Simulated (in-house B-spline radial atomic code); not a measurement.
Configurations of Nb V (Nb4+), with energies counted from [Kr] 4d1. Method: scalar-relativistic (X2C) TPSSh, spin-polarised, spherical fractional occupations, exact exchange averaged over the configuration, Fermi nucleus of rms radius 4.324 fm. Calculated with an all-electron radial atomic-structure program (B-spline basis). Shells without spins written out take the highest spin.

Occupations are held fixed; configurations that lie above the ionisation limit could autoionise.

```csv
configuration,E - E(ref) (eV),highest orbital,its <r> (bohr)
[Kr] 5s1,9.3667,5s up,2.575
[Ar] 3d10 4s2 4p5 4d2,34.005,4d up,1.568
[Ar] 3d10 4s2 4p5 4d1 5p1,51.678,5p up,2.854
[Ar] 3d10 4s2 4p5 4d1 5f1,70.438,5f up,5.175
[Ar] 3d9 4s2 4p6 4d1 4f1,237.38,4f up,2.715
```

Q: Order these further configurations by energy, lowest first.
A. [Ar] 3d9 4s2 4p6 4d1 5s1
B. [Ar] 3d10 4s2 4p5 4d1 5s1
C. [Ar] 3d10 4s2 4p5 4d1 4f1
D. [Kr] 4f1
E. [Kr] 5f1

A: D (26.706 eV), E (34.618 eV), B (44.681 eV), C (62.037 eV), A (219.54 eV).
